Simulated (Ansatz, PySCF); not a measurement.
Reaction R1 → P1 + P2, each structure at its B3LYP-D3(BJ)/def2-TZVP stationary point, reached from a drawn start (curvature not checked).
R1: C2H6Cd (SMILES [CH3][Cd][CH3]), charge 0, multiplicity 1.
P1, CH3Cd (SMILES [CH3][Cd]) (charge 0, multiplicity 2):
```xyz
5

Cd    -1.2059    -1.6286    -0.2158
C      0.1708     0.2306     0.0306
H      1.0322    -0.1135     0.5960
H     -0.4214     0.9665     0.5671
H      0.4244     0.5450    -0.9779
```
P2, CH3 (SMILES [CH3]) (charge 0, multiplicity 2):
```xyz
4

C     -0.0001     0.0000     0.0001
H     -0.3655     0.9876    -0.2355
H      0.8556    -0.1186     0.6466
H     -0.4901    -0.8689    -0.4112
```

```json
[
 {"level": "PBE-D3(BJ)/def2-TZVPP", "reaction energy (kcal/mol)": "64.31", "cost": "×1"},
 {"level": "BLYP/def2-TZVPP", "reaction energy (kcal/mol)": "56.01", "cost": "×1"},
 {"level": "revPBE-D3(BJ)/def2-TZVPP", "reaction energy (kcal/mol)": "60.06", "cost": "×1"},
 {"level": "r2SCAN-D4/def2-TZVPP", "reaction energy (kcal/mol)": "59.91", "cost": "×2"},
 {"level": "B3LYP/def2-TZVPP", "reaction energy (kcal/mol)": "57.37", "cost": "×1"},
 {"level": "B3LYP-D3(BJ)/def2-TZVPP", "reaction energy (kcal/mol)": "59.18", "cost": "×1"},
 {"level": "BHLYP/def2-TZVPP", "reaction energy (kcal/mol)": "55.71", "cost": "×1"},
 {"level": "BHLYP-D4/def2-TZVPP", "reaction energy (kcal/mol)": "56.78", "cost": "×1"},
 {"level": "CAM-B3LYP/def2-TZVPP", "reaction energy (kcal/mol)": "61.88", "cost": "×1"},
 {"level": "wB97M-V/def2-TZVPP", "reaction energy (kcal/mol)": "67.74", "cost": "×3"},
 {"level": "B2PLYP/def2-TZVPP", "reaction energy (kcal/mol)": "60.96", "cost": "×2"},
 {"level": "MP2/def2-SVP", "reaction energy (kcal/mol)": "65.13", "cost": "-"},
 {"level": "CCSD(T)/def2-SVP", "reaction energy (kcal/mol)": "60.12", "cost": "×2"},
 {"level": "CCSD(T)/def2-QZVPP", "reaction energy (kcal/mol)": "64.54", "cost": "×2000*"}
]
```

P less R. No zero-point or thermal terms; singlets are restricted closed shells; open shells are unrestricted; no spin–orbit coupling. The spin states of the d-block species are the ones drawn and need not be the lowest.

Correlated levels freeze the cores.

Run with Ansatz (Gaussian orbitals); PySCF for the D3/D4 terms. No computed number here is a measurement. Elements past Kr take the def2 small-core potentials, without spin–orbit coupling.

Costs are rough ratios of core time to PBE/def2-TZVPP (about 5 s over the structures, on one shared machine); a dash marks a level with no comparable run of its own. A star marks coupled-cluster runs past 200 virtual orbitals, where the program's memory plan changes under this machine's limit, so their costs aren't comparable with smaller runs.

Ansatz is a quantum-chemistry and plane-wave program.
